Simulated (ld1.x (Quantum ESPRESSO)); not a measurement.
## What the settings do to the PAW potential of potassium (K)

Base potential:

| Quantity | Value |
| --- | --- |
| Element | potassium (K) |
| Generator | ld1.x (Quantum ESPRESSO) 7.5 |
| Type | PAW |
| Functional | PW91 |
| Relativity | scalar-relativistic |
| Frozen core | [Ne] |
| Valence charge | 9 |
| Reference configuration | 3s2 3p6 3d0 4s0.5 4p0 (charge +0.5) |
| Partial waves | 3s (bound): rcut 1.70, rcutus 2.10 bohr; 4s (bound): rcut 1.70, rcutus 2.10 bohr; 3p (bound): rcut 1.95, rcutus 2.00 bohr; 4p (bound, empty): rcut 1.95, rcutus 2.00 bohr; 3d (bound, empty): rcut 3.95, rcutus 4.55 bohr; 3d channel at 2.2 Ry: rcut 3.95, rcutus 4.55 bohr |
| Local potential | all-electron potential smoothed inside 2.30 bohr (lloc = -2) |
| Core correction | Bessel-smoothed model core inside 1.55 bohr |
| Augmentation charge | PSQ, inside the norm-conserving radii |

Cutoffs, loose and tight: the cutoffs (Ry, on a coarse ladder) from which the occupation-weighted sum of valence levels, in a spherical-Bessel basis at the reference potential, stays within 10 and 1 mRy of its value at 400 Ry. They do not see the model core or the augmentation charge, which bear on the density cutoff. Test errors are all-electron minus pseudo excitation energies from the reference, over the configurations 3s2 3p6 3d0 4s1 4p0; 3s2 3p6 3d0 4s0 4p0; 3s2 3p6 3d0 4s0 4p1; 3s2 3p5 3d0 4s1 4p0; 3s1 3p6 3d0 4s1 4p0; 3s2 3p6 3d0.5 4s0.5 4p0; 3s2 3p6 3d1 4s0 4p0. A dash means not determined; rows that change the core or the reference have their own tests. The largest error is taken over the tests solved by every variant that gives reliable tests at all: 3s2 3p6 3d0 4s0 4p0; 3s2 3p6 3d0 4s0 4p1; 3s2 3p6 3d0 4s1 4p0.

| change | outcome | cutoff, loose | cutoff, tight | bound ghosts | largest test error (meV) |
| --- | --- | --- | --- | --- | --- |
| base | generated | 18 Ry | 30 Ry | none | -0.1 |
| waves 3p (bound): rcut 1.22, rcutus 1.30 bohr; 4p (bound): rcut 1.22, rcutus 1.30 bohr | generated | 40 Ry | 55 Ry | none | -0.1 |
| waves 3p (bound): rcut 1.52, rcutus 1.62 bohr; 4p (bound): rcut 1.52, rcutus 1.62 bohr | generated | 30 Ry | 45 Ry | none | -0.1 |
| waves 3p (bound): rcut 1.84, rcutus 1.94 bohr; 4p (bound): rcut 1.84, rcutus 1.94 bohr | generated | 21 Ry | 35 Ry | none | -0.1 |
| waves 3p (bound): rcut 1.95, rcutus 2.18 bohr; 4p (bound): rcut 1.95, rcutus 2.18 bohr | generated | 15 Ry | 30 Ry | none | -0.1 |
| waves 3p (bound): rcut 1.95, rcutus 2.40 bohr; 4p (bound): rcut 1.95, rcutus 2.40 bohr | generated | 15 Ry | 25 Ry | none | -0.1 |
| waves 3p (bound): rcut 1.95, rcutus 2.70 bohr; 4p (bound): rcut 1.95, rcutus 2.70 bohr | generated | 12 Ry | 21 Ry | none | +1.4 |
| waves 3p (bound): rcut 1.95, rcutus 2.98 bohr; 4p (bound): rcut 1.95, rcutus 2.98 bohr | generated | 12 Ry | 18 Ry | none | +0.2 |

Reading the sweep of the p radius (base included, trends over the rows without a ghost): The loose cutoff falls from 40 Ry at 1.3 to 12 Ry at 2.98 bohr. A larger radius leaves more room for a smooth pseudo-wave, so fewer plane waves are needed; a smaller one forces it to follow the all-electron wave where it bends sharply. The median size of the test errors (rows with all tests solved) stays near 2.6 meV.
